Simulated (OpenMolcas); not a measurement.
5s² 5p along the 49-electron sequence

* Program: OpenMolcas
* Method: CASSCF
* Basis: ANO-RCC-VQZP
* Scalar Hamiltonian: DKH2, point nucleus
* Spin-orbit coupling: state interaction with AMFI integrals over the reference wave functions, term energies averaged over their components

Active space for each ion: 1 electron in 3 orbitals (5p).

Computed levels in cm-1 above ²P°_1/2:

| Level | Sb2+ | Te3+ | I4+ | Xe5+ |
| --- | --- | --- | --- | --- |
| ²P°_3/2 | 5704 | 8062 | 10740 | 13897 |
| weight of ²P° in the lowest level (%) | 100 | 100 | 100 | 100 |

Measured, with the error of the calculation in %. Measured levels: Sb2+, Te3+ from Moore, Atomic Energy Levels, vol. III, NSRDS-NBS 35 (1971 reprint of NBS Circular 467, 1958); Xe5+ from Saloman, J. Phys. Chem. Ref. Data 33, 765 (2004).

| Level | Sb2+ | Te3+ | Xe5+ |
| --- | --- | --- | --- |
| ²P°_3/2 | 6576 (-13.3) | 9223 (-12.6) | 15599 (-10.9) |

The fine-structure level ²P°_3/2 changes by a factor of 2.44 from Sb2+ to Xe5+. Its fourth root runs 8.69, 9.48, 10.18, 10.86, with steps per unit of Z of 0.79, 0.70, 0.68; equal steps would mean a (Z - σ)^4 law with constant σ.

With one active electron the reference holds no correlation, so core polarisation is missing. Measured partners are found by configuration, term and J. A level has none where our copy of the source lacks it or the pairing is in doubt (some pairs that miss far off the trend of their configuration count as doubtful), and it then counts in no deviation. Levels of configurations outside the active space are missing.

° marks odd parity.
